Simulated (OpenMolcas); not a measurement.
## Ir5+: moving or changing the point charges

Ir5+ among 6 point charges of -1.7 e arranged as a trigonal prism (D3h), 1.83 Å from the ion, with a polar angle of 48.6° against the regular 49.1°.
```
   1.3729    0.0000    1.2100  -1.70
  -0.6864    1.1890    1.2100  -1.70
  -0.6864   -1.1890    1.2100  -1.70
   1.3729    0.0000   -1.2100  -1.70
  -0.6864    1.1890   -1.2100  -1.70
  -0.6864   -1.1890   -1.2100  -1.70
```

```json
{
 "Program": "OpenMolcas 26.06",
 "Method": "SS-CASPT2, IPEA 0.25 Eh, imaginary shift 0.1 Eh (closed shells correlated: 4f 5s 5p)",
 "Basis": "ANO-RCC-VDZP [7s6p4d2f]",
 "Scalar Hamiltonian": "DKH2, point nucleus",
 "Active space": "4 electrons in 5 orbitals (5d)",
 "State averaging": "2S+1 = 5 even, 5 roots; 2S+1 = 3 even, 45 roots; 2S+1 = 1 even, 50 roots",
 "Spin-orbit coupling": "state interaction with AMFI integrals over the reference wave functions"
}
```

Runs around this geometry, states (labels of D3, the rotations of D3h). Energies in cm-1 above the lowest state or level, χT in cm3 K/mol.

```json
{"R (Å)": "1.83", "q (e)": "-1.36", "Polar angle / regular": "0.99", "Ground state": "5E", "First state of that spin": "5A1 4610", "First gap with spin-orbit (degeneracies)": "4800 (1, 2)", "χT at 300 K": "0.057", "First state of another spin": "3E 16250"}
{"R (Å)": "1.7", "q (e)": "-1.7", "Polar angle / regular": "0.99", "Ground state": "5E", "First state of that spin": "5A1 8980", "First gap with spin-orbit (degeneracies)": "4350 (1, 2)", "χT at 300 K": "0.080", "First state of another spin": "3E 10780"}
{"R (Å)": "1.83", "q (e)": "-1.7", "Polar angle / regular": "0.99", "Ground state": "5E", "First state of that spin": "5A1 5930", "First gap with spin-orbit (degeneracies)": "4590 (1, 2)", "χT at 300 K": "0.065", "First state of another spin": "3E 14210"}
{"R (Å)": "2", "q (e)": "-1.7", "Polar angle / regular": "0.99", "Ground state": "5E", "First state of that spin": "5A1 3510", "First gap with spin-orbit (degeneracies)": "4850 (1, 2)", "χT at 300 K": "0.054", "First state of another spin": "3E 16930"}
{"R (Å)": "1.83", "q (e)": "-1.7", "Polar angle / regular": "1.07", "Ground state": "5E", "First state of that spin": "5A1 6750", "First gap with spin-orbit (degeneracies)": "5250 (1, 2)", "χT at 300 K": "0.052", "First state of another spin": "3A2 14130"}
```

Taking the first state of the same spin as R^-n, n = -ln(3510 / 8980) / ln(2 / 1.7) = 5.8 between the shortest and longest distance.

Scaling the charges by -1.36 / -1.7 = 0.80 scales the first state of the same spin by 4610 / 5930 = 0.78; with fixed orbitals a first-order splitting would follow the charge.

Roots that are degenerate in the reference are averaged as groups; the widest CASPT2 spread within a group is 160 cm-1 (the 2-fold group of multiplicity 5 near 16000 cm-1 above the lowest state of its run, R = 1.7, q = -1.7, ratio = 0.99). Shifts and gaps below about the spread of the groups concerned are not significant. Point charges give a weaker field than real ligands, and real ions of this kind are as a rule low spin; the high spin found here belongs to the model. Free-ion shares, where given, are those of the reference states; single-state CASPT2 does not remix them. Spin-orbit coupling mixes the spin-free states strongly: the lowest level takes only 41 % from its leading state, 5E (figures for R = 1.83, q = -1.36, ratio = 0.99; the like holds for R = 1.7, q = -1.7, ratio = 0.99, R = 1.83, q = -1.7, ratio = 0.99, R = 2, q = -1.7, ratio = 0.99, R = 1.83, q = -1.7, ratio = 1.07). This shell can be high or low spin here, a state of another spin lies low, and with metal d orbitals alone active their balance is uncertain, so the ground spin may be wrong (holds for R = 1.7, q = -1.7, ratio = 0.99; R = 1.83, q = -1.7, ratio = 0.99; R = 1.83, q = -1.7, ratio = 1.07). This is an electrostatic model: the charges have no orbitals. No measured value stands beside these numbers.
